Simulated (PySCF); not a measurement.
What does the PBE0-D3(BJ)/def2-SVP structure of InChI=1S/C4H12Ge/c1-5(2,3)4/h1-4H3 look like in three dimensions?

Z-matrix in Å and degrees, rows numbered from 1:
```
C 
Ge  1  1.9571
C   2  1.9569  1  109.52
C   2  1.9572  1  109.36  3   120.03
C   2  1.9570  1  109.49  3  -120.05
H   1  1.1008  2  110.67  3   -60.60
H   1  1.1006  2  110.87  3   179.48
H   1  1.1007  2  110.88  3    59.35
H   3  1.1009  2  110.64  1   179.27
H   3  1.1007  2  110.80  1    59.51
H   3  1.1005  2  110.96  1   -60.69
H   4  1.1006  2  110.85  1   -59.16
H   4  1.1007  2  110.59  1    60.74
H   4  1.1005  2  110.86  1  -179.36
H   5  1.1006  2  110.69  1   -59.31
H   5  1.1006  2  110.70  1    60.55
H   5  1.1005  2  110.88  1  -179.39
```

All 4 C–Ge bonds measure 1.957 Å. Ge2 (germanium bonded to 4 C) is tetrahedral (angles from 109.4° to 109.5°).

Level of theory: PBE0-D3(BJ)/def2-SVP geometry optimisation, gas phase in PySCF 2.14.0.

Point group: Td (every atom within 0.08 Å of its image). No frequency check.
